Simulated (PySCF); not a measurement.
A structure optimised at TPSSh-D3(BJ)/def2-SVP, used in a PySCF frequency run:

```xyz
5

F      1.2936     0.8038    -1.3716
Ge     0.3101     0.4667     0.0000
F      1.2936     0.8038     1.3716
Cl    -1.3453     1.7950     0.0000
Br    -0.2954    -1.7119     0.0000
```
Charge 0, spin multiplicity 1.

Task: Write its SMILES, formula and point group.

Result: [F][Ge]([F])([Cl])[Br], BrClF2Ge, Cs

Task: What are its rotational constants (standard atomic weights)?

Result: 2.3717, 1.0986, 0.95333 GHz
